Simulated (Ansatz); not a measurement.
Geometry optimisation, Ansatz 0.2.0, RKS BLYP/def2-mTZVP.

Input:

```yaml
crystal:
  periodic: [false, false, false]
  atoms:
    - { symbol: O, position_ang: [0.00166, -0.96235, 0.1344] }
    - { symbol: Ga, position_ang: [-0.00386, 1.0618, -0.14738] }
    - { symbol: H, position_ang: [-0.02637, -1.43039, 0.98933] }
    - { symbol: H, position_ang: [0.03205, -1.64409, -0.56216] }
    - { symbol: H, position_ang: [0.00668, 1.6902, 1.25631] }
    - { symbol: H, position_ang: [-0.02329, 1.28503, -1.66872] }
total_charge: 1
basis:
  gaussian: { orbitals: def2-mTZVP }
hamiltonian:
  xc: blyp
relax:
  f_tol: 0.015
  max_steps: 40
```

Command:

```bash
$ ansatz run input.yaml --threads 1 --pin off --max-ram 2048MiB --backend cpu --events-out ev --progress --plain --runs-dir out
```

Task: Where does it end, and by what steps?

Result: It converged. Limits of this set-up: the dipole of an ion depends on the origin. After 3 steps the energy has fallen by 0.033 eV; H6 moved furthest, 0.09 Å.

| step | energy less start (eV) | largest force component (eV/Å) | accepted |
| --- | --- | --- | --- |
| 0 | 0.0000 | 0.400 | yes |
| 1 | -0.0308 | 0.186 | yes |
| 2 | -0.0327 | 0.110 | yes |
| 3 | -0.0332 | 0.005 | yes |

```xyz
6
Properties=species:S:1:pos:R:3
O 0.001 -0.931 0.129
Ga -0.006 1.109 -0.154
H 0.004 -1.392 0.997
H 0.002 -1.611 -0.580
H -0.007 1.620 1.305
H -0.007 1.204 -1.696
```

The run took 7.7 s on 1 CPU thread of a shared host.
